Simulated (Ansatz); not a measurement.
Start from `C#CCC[SiH3]` and change one atom or group to get `BCC#C`.

Ansatz, PBE0-D4/def2-TZVP geometries, multiplicity 1. Each molecule was computed in one conformer, which needn't be the lowest.

```
                                          property  `C#CCC[SiH3]`
              HOMO–LUMO gap (PBE0/def2-TZVPP) / eV           8.17
    size of the dipole moment (PBE/def2-TZVPP) / D           0.15
               HOMO energy (B3LYP/def2-TZVPP) / eV          -7.52
size of the dipole moment (ωB97M-V/def2-TZVPP) / D           0.17
                LUMO energy (PBE0/def2-TZVPP) / eV           0.41
             HOMO–LUMO gap (B3LYP/def2-TZVPP) / eV           7.69
```

(1) Give the same properties after the change, and the shifts. (Best estimate.)

Answers

(1) Computed: 
| property | `BCC#C` | shift |
| --- | --- | --- |
| HOMO–LUMO gap (PBE0/def2-TZVPP) / eV | 5.95 | -2.22 |
| size of the dipole moment (PBE/def2-TZVPP) / D | 0.85 | 0.70 |
| HOMO energy (B3LYP/def2-TZVPP) / eV | -7.33 | 0.19 |
| size of the dipole moment (ωB97M-V/def2-TZVPP) / D | 0.80 | 0.63 |
| LUMO energy (PBE0/def2-TZVPP) / eV | -1.61 | -2.02 |
| HOMO–LUMO gap (B3LYP/def2-TZVPP) / eV | 5.47 | -2.22 |

With PBE0 the HOMO rises by 0.20 eV and the LUMO falls by 2.02 eV, so the gap narrows by about 2.22 eV. PBE moves the HOMO by 0.21 eV and ωB97M-V by 0.20 eV. Dipoles are sizes alone; their direction can turn.

B3LYP here is the variant with VWN-RPA as its local correlation; programs differ in this.
